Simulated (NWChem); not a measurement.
Everything below was run with NWChem. System: AlF4, charge 0, spin multiplicity 2, at the geometry of a parent with another charge or spin, in a state set for the comparison that need not be this species' ground state. Its SCF solution wasn't tested for a lower state. Level: UHF/def2-SVPD.

Output (cleaned and shortened):

```
             Northwest Computational Chemistry Package (NWChem) 7.3.0
             --------------------------------------------------------

                                NWChem Input Module
                                -------------------

 Scaling coordinates for geometry "geometry" by  1.889725989
 (inverse scale =  0.529177249)

 Turning off AUTOSYM since
 SYMMETRY directive was detected!

                             Geometry "geometry" -> ""
                             -------------------------

 Output coordinates in angstroms (scale by  1.889725989 to convert to a.u.)

  No.       Tag          Charge          X              Y              Z
 ---- ---------------- ---------- -------------- -------------- --------------
    1 Al                  13.0000     0.00000000     0.00000000    -0.00000200
    2 F                    9.0000     0.00000000    -1.38807300     0.98152200
    3 F                    9.0000     0.00000000     1.38807300     0.98152200
    4 F                    9.0000     1.38807300     0.00000000    -0.98152000
    5 F                    9.0000    -1.38807300     0.00000000    -0.98152000

 Effective nuclear repulsion energy (a.u.)     238.3152131100

            Nuclear Dipole moment (a.u.)
            ----------------------------
        X                 Y               Z
 ---------------- ---------------- ----------------
     0.0000000000     0.0000000000     0.0000188973

      Symmetry information
      --------------------

 Group name             C2v
 Group number             16
 Group order               4
 No. of unique centers     3

      Symmetry unique atoms

     1    2    4


 Summary of "ao basis" -> "" (spherical)
 ------------------------------------------------------------------------------
       Tag                 Description            Shells   Functions and Types
 ---------------- ------------------------------  ------  ---------------------
 *                         def2-svpd                  on all atoms

 Summary of "ao basis" -> "ao basis" (spherical)
 ------------------------------------------------------------------------------
       Tag                 Description            Shells   Functions and Types
 ---------------- ------------------------------  ------  ---------------------
 Al                        def2-svpd                10       24   5s3p2d
 F                         def2-svpd                 9       23   4s3p2d

                                 NWChem SCF Module
                                 -----------------

  ao basis        = "ao basis"
  functions       =   116
  atoms           =     5
  alpha electrons =    25
  beta  electrons =    24
  charge          =   0.00
  wavefunction    = UHF
  use symmetry    = T
  symmetry adapt  = T

 Summary of "ao basis" -> "ao basis" (spherical)
 ------------------------------------------------------------------------------
       Tag                 Description            Shells   Functions and Types
 ---------------- ------------------------------  ------  ---------------------
 Al                        def2-svpd                10       24   5s3p2d
 F                         def2-svpd                 9       23   4s3p2d

      Symmetry analysis of basis
      --------------------------

        a1         44
        a2         16
        b1         28
        b2         28

 Forming initial guess at       0.1s

   Symmetry analysis of molecular orbitals - initial alpha
   -------------------------------------------------------

  Numbering of irreducible representations:

     1 a1          2 a2          3 b1          4 b2

  Orbital symmetries:

     1 a1          2 a1          3 b2          4 a1          5 b1
     6 a1          7 b2          8 a1          9 b1         10 a1
    11 b2         12 a1         13 b1         14 a1         15 b2
    16 a1         17 b1         18 a1         19 b2         20 a2
    21 b1         22 b2         23 a1         24 a2         25 b1
    26 a1         27 b2         28 a1         29 b1         30 a1
    31 b2         32 a1         33 b1         34 a1         35 a2

   Symmetry analysis of molecular orbitals - initial beta
   ------------------------------------------------------
[...]
   Bfn.  Coefficient  Atom+Function         Bfn.  Coefficient  Atom+Function
  ----- ------------  ---------------      ----- ------------  ---------------
     4      5.951446  1 Al s                  5     -3.012535  1 Al s
    28     -1.419248  2 F  s                 51     -1.419248  3 F  s
    14      1.209786  1 Al pz                22      1.081668  1 Al d  0
    36     -1.010873  2 F  py                59      1.010873  3 F  py
    24      0.397461  1 Al d  2              83      0.343275  4 F  pz

                     UHF Final Beta Molecular Orbital Analysis
                     -----------------------------------------

 Vector   22  Occ=1.000000D+00  E=-6.141810D-01  Symmetry=a2
              MO Center=  2.5D-13, -4.0D-15, -9.4D-01, r^2= 2.4D+00
   Bfn.  Coefficient  Atom+Function         Bfn.  Coefficient  Atom+Function
  ----- ------------  ---------------      ----- ------------  ---------------
    76      0.455505  4 F  py                99     -0.455505  5 F  py
    79     -0.324249  4 F  py               102      0.324249  5 F  py

 Vector   23  Occ=1.000000D+00  E=-6.065600D-01  Symmetry=b1
              MO Center=  7.3D-14,  1.7D-18, -9.4D-01, r^2= 2.4D+00
   Bfn.  Coefficient  Atom+Function         Bfn.  Coefficient  Atom+Function
  ----- ------------  ---------------      ----- ------------  ---------------
    75      0.343717  4 F  px                98      0.343717  5 F  px
    77      0.310184  4 F  pz               100     -0.310184  5 F  pz
    78     -0.242327  4 F  px               101     -0.242327  5 F  px
    80     -0.226698  4 F  pz               103      0.226698  5 F  pz

 Vector   24  Occ=1.000000D+00  E=-5.165151D-01  Symmetry=a1
              MO Center= -4.0D-13, -3.5D-13,  9.8D-01, r^2= 2.3D+00
   Bfn.  Coefficient  Atom+Function         Bfn.  Coefficient  Atom+Function
  ----- ------------  ---------------      ----- ------------  ---------------
    31      0.268779  2 F  pz                54      0.268779  3 F  pz
    30      0.260259  2 F  py                53     -0.260259  3 F  py
    34     -0.217495  2 F  pz                57     -0.217495  3 F  pz
    33     -0.213267  2 F  py                56      0.213267  3 F  py

 Vector   25  Occ=0.000000D+00  E=-2.451352D-01  Symmetry=b2
              MO Center= -6.7D-16,  3.0D-13,  9.3D-01, r^2= 2.6D+00
   Bfn.  Coefficient  Atom+Function         Bfn.  Coefficient  Atom+Function
  ----- ------------  ---------------      ----- ------------  ---------------
    30      0.333365  2 F  py                53      0.333365  3 F  py
    33     -0.278433  2 F  py                56     -0.278433  3 F  py
    31      0.249557  2 F  pz                54     -0.249557  3 F  pz
    34     -0.218248  2 F  pz                57      0.218248  3 F  pz

 Vector   26  Occ=0.000000D+00  E= 4.032776D-02  Symmetry=a1
              MO Center=  1.7D-15, -8.6D-15,  4.1D-01, r^2= 1.4D+01
   Bfn.  Coefficient  Atom+Function         Bfn.  Coefficient  Atom+Function
  ----- ------------  ---------------      ----- ------------  ---------------
     4      6.240756  1 Al s                  5     -4.601724  1 Al s
    74     -0.852420  4 F  s                 97     -0.852420  5 F  s
    28     -0.459117  2 F  s                 51     -0.459117  3 F  s
    81      0.427724  4 F  px               104     -0.427724  5 F  px
    14     -0.369401  1 Al pz                83     -0.293963  4 F  pz

 Vector   27  Occ=0.000000D+00  E= 1.316636D-01  Symmetry=b2
              MO Center= -8.5D-13, -1.5D-11,  1.6D+00, r^2= 1.0D+01
   Bfn.  Coefficient  Atom+Function         Bfn.  Coefficient  Atom+Function
  ----- ------------  ---------------      ----- ------------  ---------------
    13      2.700745  1 Al py                28      2.447379  2 F  s
    51     -2.447379  3 F  s                 36      1.073456  2 F  py
    59      1.073456  3 F  py                37     -0.838241  2 F  pz
    60      0.838241  3 F  pz                21      0.565523  1 Al d -1
    10      0.315299  1 Al py

 center of mass
 --------------
 x =   0.00000000 y =   0.00000000 z =   0.00000040

 moments of inertia (a.u.)
 ------------------
         522.879470278251           0.000000000000           0.000000000000
           0.000000000000         522.879470278251           0.000000000000
           0.000000000000           0.000000000000         522.876716665364

  Mulliken analysis of the total density
  --------------------------------------

    Atom       Charge   Shell Charges
 -----------   ------   -------------------------------------------------------
    1 Al  13    10.88   2.00  1.99  0.11  0.00  0.01  5.94  0.52 -0.03  0.36 -0.02
    2 F    9     9.32   1.99  1.16  0.82 -0.02  3.24  1.97  0.15  0.00  0.01
    3 F    9     9.32   1.99  1.16  0.82 -0.02  3.24  1.97  0.15  0.00  0.01
    4 F    9     9.73   1.99  1.11  0.84  0.01  3.32  2.23  0.21  0.00  0.01
    5 F    9     9.73   1.99  1.11  0.84  0.01  3.32  2.23  0.21  0.00  0.01

  Mulliken analysis of the alpha density
  --------------------------------------

    Atom       Charge   Shell Charges
 -----------   ------   -------------------------------------------------------
    1 Al  13     5.40   1.00  1.00  0.05  0.00  0.00  2.97  0.23 -0.02  0.17  0.00
    2 F    9     4.93   1.00  0.59  0.40 -0.01  1.85  1.05  0.05  0.00  0.00
    3 F    9     4.93   1.00  0.59  0.40 -0.01  1.85  1.05  0.05  0.00  0.00
    4 F    9     4.87   1.00  0.55  0.42  0.01  1.66  1.12  0.11  0.00  0.01
    5 F    9     4.87   1.00  0.55  0.42  0.01  1.66  1.12  0.11  0.00  0.01

   Mulliken analysis of the beta density
   -------------------------------------

    Atom       Charge   Shell Charges
 -----------   ------   -------------------------------------------------------
    1 Al  13     5.48   1.00  1.00  0.07 -0.00  0.00  2.97  0.28 -0.01  0.19 -0.02
    2 F    9     4.39   1.00  0.57  0.42 -0.01  1.39  0.92  0.10  0.00  0.01
    3 F    9     4.39   1.00  0.57  0.42 -0.01  1.39  0.92  0.10  0.00  0.01
    4 F    9     4.86   1.00  0.55  0.42  0.01  1.66  1.12  0.10  0.00  0.01
    5 F    9     4.86   1.00  0.55  0.42  0.01  1.66  1.12  0.10  0.00  0.01

   Mulliken analysis of the spin density
   -------------------------------------

    Atom       Charge   Shell Charges
 -----------   ------   -------------------------------------------------------
    1 Al  13    -0.08  -0.00 -0.00 -0.02  0.01 -0.00 -0.00 -0.05 -0.01 -0.03  0.02
    2 F    9     0.54  -0.00  0.03 -0.01 -0.01  0.47  0.13 -0.06 -0.00 -0.01
    3 F    9     0.54  -0.00  0.03 -0.01 -0.01  0.47  0.13 -0.06 -0.00 -0.01
    4 F    9     0.00  -0.00  0.00 -0.00 -0.00  0.00  0.00  0.00 -0.00 -0.00
    5 F    9     0.00  -0.00  0.00 -0.00 -0.00  0.00  0.00  0.00 -0.00 -0.00

       Multipole analysis of the density wrt the origin
       ------------------------------------------------

     L   x y z        total         alpha         beta         nuclear
     -   - - -        -----         -----         ----         -------
     0   0 0 0     -0.000000    -25.000000    -24.000000     49.000000

     1   1 0 0      0.000000      0.000000      0.000000      0.000000
     1   0 1 0      0.000000      0.000000      0.000000      0.000000
     1   0 0 1      1.376763     -0.200781      1.577525      0.000019

     2   2 0 0    -27.492198    -75.612796    -75.729054    123.849652
     2   1 1 0     -0.000000      0.000000     -0.000000      0.000000
     2   1 0 1      0.000000      0.000000      0.000000      0.000000
     2   0 2 0    -20.631341    -76.399602    -68.081391    123.849652
     2   0 1 1     -0.000000     -0.000000     -0.000000      0.000000
     2   0 0 2    -24.647922    -75.842955    -72.655923    123.850956

 Task  times  cpu:        7.4s     wall:        7.4s

 Total times  cpu:        7.4s     wall:        7.4s
```

### Question
Write an NWChem input that would produce this output.

### Answer
Several could match; the one computed here: 
```
start mol
memory heap 200 mb stack 900 mb global 1100 mb
geometry units angstroms nocenter noautoz
  Al     0.000000     0.000000    -0.000002
  F      0.000000    -1.388073     0.981522
  F      0.000000     1.388073     0.981522
  F      1.388073     0.000000    -0.981520
  F     -1.388073     0.000000    -0.981520
  symmetry group C2v
end
basis spherical
  * library def2-svpd
end
scf
  uhf
  nopen 1
  maxiter 100
  thresh 1e-7
  semidirect memsize 60000000 filesize 0
  # guess.movecs holds the orbitals of an unrestricted PBE0 run
  vectors input guess.movecs output mol.movecs
end
task scf energy
```
